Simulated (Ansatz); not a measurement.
C3H8OSi can be A, `C[SiH]1CCO1`, or B, `CC1OC[SiH2]1`.

Computed with Ansatz on PBE0-D4/def2-TZVP structures; ΔE is electronic, products minus reactants. CCSD(T)/CBS is the MP2 limit (def2-TZVPP, def2-QZVPP) plus CCSD(T) − MP2 in def2-TZVPP, frozen cores. Functionals use def2-TZVPP. B3LYP here is the variant with VWN-RPA as its local correlation; programs differ in this.

A:

Z-matrix (Å, degrees):
```
Si
C 1 1.876
C 1 2.272 2 42.4
C 1 1.857 2 120.1 3 115.3
O 1 1.671 2 81.9 3 1.5
H 1 1.492 2 116.4 3 -110.2
H 2 1.090 1 116.8 3 -113.1
H 2 1.089 1 117.8 3 113.7
H 3 1.093 1 123.6 2 -96.2
H 3 1.093 1 126.9 2 94.9
H 4 1.092 1 111.4 2 -40.5
H 4 1.094 1 110.4 2 -160.8
H 4 1.094 1 110.5 2 80.3
```

B:

```xyz
13

C    -0.185   -1.771    0.486
C    -0.218   -0.539   -0.377
O    -1.222    0.398    0.092
C    -0.597    1.688   -0.067
Si    1.083    0.839   -0.248
H     0.552   -2.483    0.103
H     0.076   -1.528    1.519
H    -1.161   -2.264    0.490
H    -0.439   -0.815   -1.419
H    -0.797    2.317    0.802
H    -0.965    2.201   -0.964
H     1.963    1.161   -1.406
H     1.910    0.796    0.989
```

Q: Which is lower in electronic energy at CCSD(T)/CBS, and by how much? (An estimate is asked.)

A: The calculation gave: A, by 49.7 kcal/mol.

Q: Give E(B) − E(A) in kcal/mol with B3LYP-D4, PBE-D4, B3LYP, PBE0-D4, CCSD(T)/def2-TZVPP, CCSD/def2-TZVPP, r2SCAN-D4. (Estimate.)

A: Computed: B3LYP-D4 48.0, PBE-D4 45.9, B3LYP 48.1, PBE0-D4 48.2, CCSD(T)/def2-TZVPP 49.3, CCSD/def2-TZVPP 50.0, r2SCAN-D4 49.5. None reverses the order clearly.

Largest T1 diagnostic: 0.012.

From PBE to PBE0 (25 % exact exchange), in def2-TZVPP and without D4, E(B) − E(A) moves by +2.3 kcal/mol.
